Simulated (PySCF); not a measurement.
**C₆ coefficients of unlike pairs at PBE**

Calculated with PySCF 2.14 from the dipole response of each species, C₆(A,B) = (3/π) ∫ α_A(iu) α_B(iu) du, in atomic units, from isotropic polarisabilities. For ions this is the dispersion term alone; charge-induced terms of lower order in 1/R come first.

| species | configuration | basis | relativity | α (bohr³) | C₆ (like pair) |
| --- | --- | --- | --- | --- | --- |
| Zr²⁺ | [Kr] 4d2 (3F) | x2c-TZVPPall with one added diffuse shell each of s, p, d, f type (9s7p7d3f1g) | spin-free X2C | 12.59 | 61.75 |
| F⁺ | [He] 2s2 2p4 (3P) | aug-cc-pVTZ with one added diffuse shell each of s, p, d, f type (6s5p4d3f) | none | 1.892 | 3.565 |
| O⁺ | [He] 2s2 2p3 (4S) | aug-cc-pVTZ (5s4p3d2f) | none | 2.692 | 5.345 |
| Sb⁺ | [Kr] 4d10 5s2 5p2 (3P) | aug-cc-pVTZ-DK3 (8s7p5d2f) | spin-free X2C | 25.50 | 204.3 |

(1) Estimate C₆ for Sb⁺ with F⁺.

No spin-orbit coupling is included.

The other pairs:

```tsv
pair	C₆
Sb⁺, Zr²⁺	110.2
F⁺, Zr²⁺	14.09
O⁺, F⁺	4.330
O⁺, Zr²⁺	17.78
Sb⁺, O⁺	30.54
```

Answers

(1) The integral gives 23.58. The combination rule 2 C_A C_B / (C_A α_B/α_A + C_B α_A/α_B) gives 23.05 and the geometric mean 26.98.
